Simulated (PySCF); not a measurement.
CH₁₀O₂Si₃, SMILES OC[Si@H](O)[SiH2][SiH3].

Geometry: B3LYP-D3(BJ)/def2-SVP. The structure was generated by enumeration; whether it is a known compound was not checked. The values are those of a single conformer.

Level of theory: PBE/def2-TZVP run with PySCF.

Gas-phase values at a fixed geometry.

```
Item                                                                                                          Result
---------------------------------------------------------------------------------------------  ---------------------
total energy                                                                                     -1062.50802 hartree
highest occupied level                                                                                      -6.37 eV
lowest empty level                                                                                          -1.01 eV
orbital gap                                                                                                  5.36 eV
dipole moment                                                                                                 3.30 D
quadrupole, principal values (traceless, Buckingham form, about the centre of nuclear charge)  -7.79, 2.58, 5.21 D·Å
```
